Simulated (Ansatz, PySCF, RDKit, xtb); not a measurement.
Torsion H4–S1–Se2–Se3 in H2SSe2 (SMILES S[Se][SeH]); at each angle all else is relaxed with GFN2-xTB, and the levels are single points there.
Geometry at 90° (charge 0, multiplicity 1):
```xyz
5

S      1.7213    -0.1454    -0.2026
Se     0.1906    -1.5094    -0.9658
Se     0.3153    -1.3264    -3.2652
H      0.9608     0.9486    -0.1091
H      1.3335    -2.3439    -3.4740
```

On the grid 0° to 330°, 0° is the highest and 90° the lowest point at MP2/CBS(def2-TZVPP, def2-QZVPP) + ΔCCSD(T)/def2-TZVPP.

Rows in 6-31G*, LANL2DZ carry no dispersion term and start afresh at each structure (6-31G* with six Cartesian d functions); the Pople sets are all-electron and without relativity. LANL2DZ brings its own core potentials from Na on.

Run with Ansatz (Gaussian basis) for Hartree–Fock, density functionals and correlated methods; PySCF for 6-31G* rows, LANL2DZ rows, the dispersion terms; RDKit for the force fields; xtb for the GFN methods. Values without a source in brackets are computed.

| level | energy at 0° less that at 90° (kcal/mol) |
|---|---|
| UFF | 6.21 |
| GFN1-xTB | 4.95 |
| HF/6-31G* | 7.25 |
| HF/def2-TZVPP | 7.14 |
| SVWN5/def2-TZVPP | 8.12 |
| r2SCAN-D3(BJ)/def2-TZVPP | 8.02 |
| B3LYP/LANL2DZ | 6.05 |
| B3LYP-D3(BJ)/def2-TZVPP | 7.25 |
| PBE0-D3(BJ)/def2-TZVPP | [?] |

Problem. Complete the blanks.

Solution. 
- PBE0-D3(BJ)/def2-TZVPP, energy at 0° less that at 90° (kcal/mol): 7.57

Ansatz is a quantum-chemistry and plane-wave program.
